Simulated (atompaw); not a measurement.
**cerium (Ce): PAW (atompaw) pseudisation with PBE, scalar-relativistic reference atom.**

```
Element                 : cerium
Generator               : atompaw 4.2.0.5
Type                    : PAW
Functional              : PBE
Relativity              : scalar-relativistic
Frozen core             : [Kr] 4d10
Valence charge          : 12
Reference configuration : 4f1 5s2 5p6 5d1 6s1 6p0 (charge +1)
Partial waves           : 5s (bound); 6s (bound); 5p (bound); 6p (bound, empty); 5d (bound); 5d channel at 0.7 Ry; 4f (bound); 4f channel at 0.7 Ry
Local potential         : ultrasoft scheme with l = 4 at 0.5 Ry, radius 2.80 bohr
Core correction         : smooth core density matched at 2.70 bohr
Augmentation charge     : sinc compensation charge, radius 2.00 bohr; PAW radius 3.00 bohr; waves and projectors: bloechl
```

All-electron outer shells of the reference configuration (PBE, scalar-relativistic, ld1.x):

| shell | level (eV) | outermost node (bohr) | outermost maximum (bohr) |
| --- | --- | --- | --- |
| 4p | -216.98 | 0.33 | 0.62 |
| 4d | -116.41 | 0.31 | 0.66 |
| 5s | -46.49 | 0.75 | 1.37 |
| 5p | -29.11 | 0.81 | 1.55 |
| 4f | -11.28 | – | 0.71 |
| 5d | -8.56 | 0.92 | 2.12 |
| 6s | -8.49 | 1.81 | 3.54 |
| 6p | -5.46 | 2.12 | 4.38 |

(1) Estimate the cutoffs (Ry, on a coarse ladder) from which the occupation-weighted sum of valence levels, in a spherical-Bessel basis at the reference potential, stays within 10 and 1 mRy of its value at 400 Ry.

(2) Does the potential have ghost states?

(3) Is the overlap operator S = 1 + Σ q|β⟩⟨β| positive definite (Bessel basis up to 400 Ry)?

(4) Which valence shell sets the plane-wave cutoff?

## Answers

(1) 21 Ry and 30 Ry.

(2) No extra level below or beside the all-electron valence levels (s, p, d, f tested).

(3) Yes: its lowest eigenvalue is 0.41 (s channel).

(4) 4f: its level needs 30 Ry to come within 1 mRy, against 15 Ry for 5p.
